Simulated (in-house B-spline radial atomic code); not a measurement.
**Ionising Al4+ with different functionals**

Computed with an all-electron radial atomic-structure program (B-spline basis): four-component Dirac-Coulomb Hamiltonian, Fermi nucleus of rms radius 3.061 fm, spin-restricted, spherical fractional occupations for the functionals, and exact exchange of hybrids averaged over the configuration. The ionisation energy is the difference of two self-consistent energies, [He] 2s2 2p5 → [He] 2s2 2p4, without Breit or QED terms; ε is the level of the shell that loses the electron (mean over j). The electron is taken from both j subshells in proportion to 2j + 1, so the result is a j average, not the step between ground levels.

```csv
method,rung,ΔSCF (eV),-ε(2p) (eV)
B3LYP,global hybrid,157.25,142.93
CAM-B3LYP,range-separated hybrid,157.18,144.92
wB97X,range-separated hybrid,156.86,145.45
HSE06,range-separated hybrid,156.92,143.25
```

Question: Among the functionals, which spreads more, the ΔSCF values or the orbital energies?

Answer: The orbital energies: ΔSCF values span about 0.38 eV and the orbital energies 2.51 eV; here energy differences depend much less on the functional than eigenvalues do.

Question: How do they compare with the NIST value?

Answer: NIST lists 153.825 eV ± 0.0025 (semi-empirical, ground level to ground level). Errors run from +3.04 to +3.42 eV. The correlated functionals all miss on the same side by more than they spread, so the cause is common to them (Breit-QED terms, spin polarisation, the choice among j levels, multiplet and fine-structure energies, or a listed next ion that isn't the cheapest removal here) and closeness doesn't rank the functionals.
